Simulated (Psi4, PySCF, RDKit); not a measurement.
Torsional profile of C11H16O, SMILES c1c(C(C)(C)C)cc(OC)cc1. Scanned: dihedral C1–O2–C3–C4; all other coordinates were relaxed at GFN2-xTB. Points at φ and −φ are mirror images. Heavy atoms are numbered in the order of the SMILES COc1cccc(C(C)(C)C)c1, hydrogens after them in the order of the atoms that carry them; the mirror image has the same energies with the sign of each dihedral reversed.

- UFF // GFN2-xTB (RDKit)
- RKS-B3LYP/6-31G* = restricted B3LYP/6-31G*, spherical d, density fitting // GFN2-xTB (PySCF)
- PBE-D3(BJ)/def2-SVP // GFN2-xTB (Psi4)

Energies relative to the lowest point of each profile, in kJ/mol:

```json
[
 {"φ / °": "-160", "UFF": "2.1", "RKS-B3LYP/6-31G*": "3.6"},
 {"φ / °": "-140", "UFF": "7.7", "RKS-B3LYP/6-31G*": "9.0"},
 {"φ / °": "-120", "UFF": "13.8", "RKS-B3LYP/6-31G*": "12.3"},
 {"φ / °": "-80", "UFF": "20.7", "RKS-B3LYP/6-31G*": "13.1"},
 {"φ / °": "-60", "UFF": "13.4", "RKS-B3LYP/6-31G*": "11.7"},
 {"φ / °": "-20", "UFF": "2.4", "RKS-B3LYP/6-31G*": "2.1"},
 {"φ / °": "0", "UFF": "0.4", "RKS-B3LYP/6-31G*": "0.0"},
 {"φ / °": "40", "UFF": "7.7", "RKS-B3LYP/6-31G*": "7.5"},
 {"φ / °": "100", "UFF": "21.0", "RKS-B3LYP/6-31G*": "13.1"},
 {"φ / °": "120", "UFF": "13.8", "RKS-B3LYP/6-31G*": "12.3"},
 {"φ / °": "140", "UFF": "7.7", "RKS-B3LYP/6-31G*": "9.0"},
 {"φ / °": "180", "UFF": "0.0", "RKS-B3LYP/6-31G*": "1.4"}
]
```

### Question
What does PBE-D3(BJ)/def2-SVP give at the same points?

### Answer
-160: 3.4; -140: 10.4; -120: 16.1; -80: 18.1; -60: 15.5; -20: 2.6; 0: 0.0; 40: 9.4; 100: 18.2; 120: 16.1; 140: 10.4; 180: 0.6 (kJ/mol).
